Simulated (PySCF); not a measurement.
Ga(Me)2(OSiH3), SMILES [CH3][Ga]([CH3])[O][SiH3] (C2H9GaOSi), singlet (CAM-B3LYP/def2-SVP optimised geometry):

```
14

Ga    -0.194     0.701     0.000
C     -1.507     2.147     0.000
H     -2.126     2.082    -0.908
H     -1.044     3.143     0.040
H     -2.182     2.034     0.862
C      1.764     0.701     0.000
H      2.142     0.165    -0.885
H      2.142     0.169     0.887
H      2.182     1.717    -0.002
O     -0.959    -0.924    -0.002
Si    -0.841    -2.559    -0.020
H      0.582    -3.013    -0.109
H     -1.571    -3.124    -1.192
H     -1.427    -3.143     1.221
```

Computed with CAM-B3LYP/def2-TZVP run with PySCF.

Question: What are the frontier orbital energies and the dipole moment?

Answer: HOMO-2 -9.96 eV, HOMO-1 -9.68 eV, HOMO -9.01 eV, LUMO 0.36 eV, LUMO+1 0.85 eV; dipole moment 2.19 D.

On the same geometry PySCF with PBE/def2-TZVP gives HOMO-2 -7.19 eV, HOMO-1 -6.83 eV, HOMO -6.33 eV, LUMO -1.35 eV, LUMO+1 -0.80 eV; dipole moment 2.22 D.

Meta-Löwdin charges at CAM-B3LYP/def2-TZVP: Ga1 0.82, C2 -0.57, H3 0.13, H4 0.12, H5 0.13, C6 -0.58, H7 0.13, H8 0.13, H9 0.12, O10 -0.81, Si11 0.77, H12 -0.14, H13 -0.13, H14 -0.13.
